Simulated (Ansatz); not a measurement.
Calculated with Ansatz (gas phase, PBE0-D4/def2-TZVP geometries, no zero-point term in ΔE). CBS: MP2 limit from def2 TZ/QZ plus the TZ coupled-cluster correction, frozen cores. This one scheme is used for every species. DFT in def2-TZVPP. HSE06 is defined as in plane-wave codes. One conformer a species, not always the lowest.

Consider the substitution at a C–S bond: `CCS[SiH3]` + `C=N` → `C=NCC` + `[SiH3]S`.

`CCS[SiH3]`:

Z-matrix (Å, degrees):
```
C
C 1 1.515
H 1 1.092 2 111.1
H 1 1.093 2 110.1 3 -119.8
H 1 1.092 2 111.1 3 120.3
S 2 1.827 1 109.6 3 -60.3
H 2 1.092 1 110.7 3 179.8
H 2 1.092 1 110.7 3 59.6
Si 6 2.123 2 99.3 1 179.9
H 9 1.483 6 106.5 2 179.8
H 9 1.488 6 111.2 2 59.9
H 9 1.488 6 111.2 2 -60.3
```

`C=N`:

```xyz
5

C    -0.097    0.202    0.319
N     0.637   -0.600   -0.319
H    -0.989    0.693   -0.086
H     0.158    0.440    1.354
H     0.291   -0.735   -1.269
```

`C=NCC`:

Cartesian coordinates in Å:
```
C 1.376 1.338 0.188
N 1.075 0.118 0.206
C -0.082 -0.307 -0.546
C -1.092 -0.979 0.366
H 2.241 1.686 0.752
H 0.806 2.090 -0.377
H -0.549 0.530 -1.089
H 0.265 -1.031 -1.293
H -1.475 -0.273 1.106
H -0.629 -1.811 0.900
H -1.935 -1.362 -0.212
```

`[SiH3]S`:

```xyz
6

Si    0.234   -0.096    0.463
S    -1.317    0.547   -0.859
H     0.545   -1.537    0.283
H    -0.305    0.139    1.824
H     1.479    0.690    0.269
H    -0.635    0.257   -1.980
```

```tsv
level	ΔE (kcal/mol)	difference from CCSD(T)/CBS
LDA (SPW92)	-3.0	-2.9
HSE06-D4	-0.6	-0.5
ωB97X-V	-0.9	-0.8
B2PLYP	-1.3	-1.2
revPBE	-0.9	-0.8
r2SCAN	-1.1	-1.0
PBE0	-1.2	-1.1
HF/def2-SVP	-4.2	-4.1
CCSD/def2-SVP	-3.4	-3.3
HF/CBS(def2)	-2.1	-2.0
CCSD(T)/CBS	-0.1	0
```

Question: What do rigid-rotor, harmonic-oscillator terms from PBE0-D4/def2-TZVP frequencies (298.15 K, 1 bar) make of the CCSD(T)/CBS value? (Best estimate.)

Answer: The calculation gave: ΔZPE = -1.0 kcal/mol, ΔH = -1.6 kcal/mol, ΔS = -7 J/(mol·K), ΔG = -1.1 kcal/mol. Modes under 50 cm⁻¹ make the entropy rough.

Largest T1 diagnostic among the species: 0.012.

In def2-TZVPP, CCSD(T) changes the Hartree–Fock value by +1.3 kcal/mol (the triples alone add +0.3 kcal/mol) and MP2 by +1.8 kcal/mol. At CCSD(T), def2-SVP lies −3.1 kcal/mol from the extrapolated value and def2-TZVPP −0.7 kcal/mol. The D4 term adds +1.1 kcal/mol with B3LYP and +0.6 kcal/mol with PBE0; it sums over pairs of atoms, weighted by their polarisabilities, and B3LYP, whose exchange is more repulsive, gets the larger term.

B3LYP here is the variant with VWN-RPA as its local correlation; programs differ in this.
